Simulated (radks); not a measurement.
Spherical quantum dot in the effective-mass picture: electrons in a parabolic well V = omega^2 r^2 / 2 with omega = 2.16, with a point charge +1 (a donor) at the centre, all in effective atomic units (hartree* = m*/eps^2 hartree, bohr* = eps/m* bohr), one dielectric constant everywhere. Calculated with a radial shooting solver with Libxc functionals: non-relativistic Kohn-Sham, LDA (Slater exchange, Perdew-Wang correlation), spin-polarised, spherical densities. Levels are named by radial order and angular momentum (1s, 1p, 1d, 2s, ...), and open shells are averaged over m.

N = 18, configuration 1s2 1p6 1d(up 5, down 3) 2s2. This is the lowest configuration that the search found. Occupied and some empty levels:

level    occupation  eigenvalue (hartree*)  <r> (bohr*)
1s up             1                 14.996       0.9011
1s down           1                 15.031       0.8959
1p up             3                 16.528        1.256
1p down           3                 16.577        1.255
2s up             1                 17.817        1.284
2s down           1                 17.852        1.288
1d up             5                 17.969        1.470
1d down           3                 18.021        1.471
1f up             0                 19.487        1.636
1f down           0                 19.536        1.638
2p up             0                 19.702        1.474
2p down           0                 19.735        1.475
1g up             0                 21.086        1.777
1g down           0                 21.130        1.780

Energy (hartree*): total 202.799, kinetic 40.604, external 64.522, Hartree 109.97, exchange-correlation -12.300.
